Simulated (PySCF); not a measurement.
Can point charges reproduce the dipole moment of `CO[C@@H]1[C@@H]([SiH2]C)[Si@H]1SC`?

Coordinates (GFN2-xTB, Å) and charges (e) from the PBE0/pcSseg-1 density (PySCF):

```
atom       x       y       z  Mulliken      IAO  Hirshfeld  ESP-fitted
  C1   3.151  -1.850  -0.101   -0.0203  -0.1962    -0.0425     -0.1469
  O2   1.781  -1.837  -0.405   -0.4784  -0.3713    -0.1335     -0.2873
  C3   1.084  -0.841   0.279   -0.0620  -0.1271    -0.0422     +0.0508
  C4  -0.262  -0.466  -0.353   -0.7131  -0.6612    -0.2157     -0.3661
 Si5  -1.806  -0.454   0.746   +0.7409  +0.7848    +0.3411     +0.5945
  C6  -3.156  -1.479  -0.104   -0.6296  -0.7152    -0.2124     -0.5537
 Si7   1.050   0.894  -0.452   +0.5351  +0.6446    +0.2672     +0.0962
  S8   0.918   2.551   0.879   -0.2622  -0.1533    -0.0828     -0.2208
  C9  -0.234   3.602  -0.064   -0.4093  -0.4972    -0.1155     -0.3502
 H10   3.319  -2.025   0.968   +0.0923  +0.1243    +0.0380     +0.0834
 H11   3.618  -0.894  -0.374   +0.0902  +0.1225    +0.0301     +0.0802
 H12   3.597  -2.657  -0.678   +0.1206  +0.1567    +0.0506     +0.1236
 H13   1.093  -0.986   1.360   +0.1336  +0.1309    +0.0341     +0.1156
 H14  -0.395  -1.000  -1.288   +0.1781  +0.1756    +0.0434     +0.1638
 H15  -1.487  -1.006   2.068   -0.0901  -0.1318    -0.0809     -0.1476
 H16  -2.294   0.924   0.926   -0.1042  -0.1413    -0.0896     -0.1421
 H17  -2.837  -2.507  -0.251   +0.1399  +0.1563    +0.0431     +0.1351
 H18  -4.062  -1.496   0.494   +0.1383  +0.1560    +0.0420     +0.1336
 H19  -3.411  -1.071  -1.078   +0.1370  +0.1547    +0.0427     +0.1277
 H20   1.682   1.190  -1.724   -0.0202  -0.0978    -0.0597     +0.0434
 H21  -0.381   4.505   0.519   +0.1606  +0.1712    +0.0536     +0.1891
 H22   0.205   3.848  -1.025   +0.1544  +0.1553    +0.0453     +0.1448
 H23  -1.177   3.081  -0.194   +0.1684  +0.1596    +0.0434     +0.1331
```

**Question.** What dipole does each set of charges give (1 e·Å = 4.803 D), and what does the density give?

**Answer.** The full density gives (-0.17, 0.44, -1.03) D, 1.13 D in size; dipole vectors point from the negative to the positive end.

| scheme | μx | μy | μz | size (D) | share of the full size (%) | angle to the full dipole (°) |
| --- | --- | --- | --- | --- | --- | --- |
| Mulliken | 0.47 | 2.09 | 0.28 | 2.16 | 191 | 77 |
| IAO | 1.30 | 2.06 | 0.42 | 2.47 | 219 | 85 |
| Hirshfeld | 0.42 | 0.84 | -0.08 | 0.95 | 84 | 69 |
| ESP-fitted | -0.18 | 0.50 | -1.06 | 1.18 | 105 | 2 |

**Question.** Which set comes closest?

**Answer.** Length of the difference vector: ESP-fitted 0.07 D, Hirshfeld 1.19 D, Mulliken 2.20 D, IAO 2.63 D. Closest: ESP-fitted. 

**Question.** What is left for the Hirshfeld atoms' own dipoles?

**Answer.** The Hirshfeld atoms' densities add up to the full density, so μ = Σ q r + Σ (atomic dipoles). The atomic dipoles sum to (-0.17, 0.44, -1.03) − (0.42, 0.84, -0.08) = (-0.59, -0.40, -0.95) D, 1.19 D in size.

**Question.** With the origin at the mean of the coordinates, (0.000, 0.001, 0.007) Å, which are the largest single terms, by size, of the Hirshfeld dipole along the direction of the full one?

**Answer.** Si5 -0.95, C9 -0.83, H15 +0.79, Si7 +0.78, H22 +0.52 D; all 23 atoms together +0.33 D. The single terms depend on the origin, their sum doesn't.

**Question.** Give the size of the full dipole in other units.

**Answer.** 1.13 D = 0.444 au = 0.235 e·Å = 3.77 × 10⁻³⁰ C·m.

The structure is a single GFN2-xTB conformer in the gas phase; no vibrational or solvent corrections. GFN2-xTB frequencies show an imaginary mode (34i cm⁻¹), so this geometry is no minimum at that level.

The run behind these numbers computed NMR shieldings as well. The run took 3.1 min of wall time (with the writing of density and orbital grids) on Intel Xeon at 2.50 GHz, one thread, no GPU, shared host with 64 logical CPUs at a one-minute load of 62, and the process peaked at 1.1 GiB of memory.

Conformer computed: `[CH3:1][O:2][C@@H:3]1[C@@H:4]([SiH2:5][CH3:6])[Si@H:7]1[S:8][CH3:9]`: C1–O2–C3–C4 160°, C3–C4–Si5–C6 -129°, C4–Si7–S8–C9 -85°.
